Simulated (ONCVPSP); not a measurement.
## Os (Z = 76), ONCV: configuration errors across variants

| Item | Value |
| --- | --- |
| Element | osmium (Os) |
| Generator | ONCVPSP 4.0.1 |
| Type | optimised norm-conserving Vanderbilt (ONCV) |
| Functional | PBE |
| Relativity | fully relativistic |
| Frozen core | [Kr] 4d10 4f14 5s2 |
| Valence charge | 14 |
| Reference configuration | 5p6 5d6 6s2 |
| Partial waves | 6s: rc 2.70 bohr, ncon 4, nbas 9, qcut 2.6 1/bohr, 2 projectors, debl 2.9 Ha; 5p: rc 1.60 bohr, ncon 4, nbas 8, qcut 8.3 1/bohr, 1 projector; 5d: rc 1.90 bohr, ncon 5, nbas 10, qcut 9 1/bohr, 2 projectors, debl 0.7 Ha |
| Local potential | polynomial inside 1.50 bohr (lpopt 5, dvloc0 2 Ha) |
| Core correction | polynomial model core, fcfact 0.4 |

Open shells are filled in proportion to 2j + 1.

All-electron excitation energies from the reference (eV): (1) 5p6 5d6 6s1 9.585; (2) 5p6 5d6 6s0 26.504; (3) 5p6 5d7 6s1 0.308.

A true bound ghost makes a file unfit for plane-wave use even where its test errors are small: the radial tests pick states by their node count and pass the ghost by.

Errors AE − PS in meV (a dash: test not solved or not reliable):

```tsv
change	(1)	(2)	(3)	bound ghosts	GHOST(+) flags above zero
base	-6.2	-41	-16	p3/2	s
p: nbas 7	-6.2	-41	-16	p3/2	s
core correction polynomial model core, fcfact 0.54	-6.2	-41	-16	p3/2	s
s: debl 2.1	-9.1	-42	-16	s, p3/2	none
all radii but the core radius scaled by about 1.26 (s 3.42, p 2.02, d 2.40 bohr); local potential polynomial inside 1.90 bohr (lpopt 5, dvloc0 2 Ha)	-11	-96	+29	none	s
p: rc 2.1	-6.0	-40	-14	none	s
d: qcut 6.6	-6.2	-41	-16	p3/2	s
```

Question: Give the same row for: d: ncon 4, nbas 9.

Answer: -6.4, -41, -16; bound ghosts: p3/2; GHOST(+) flags above zero: s.
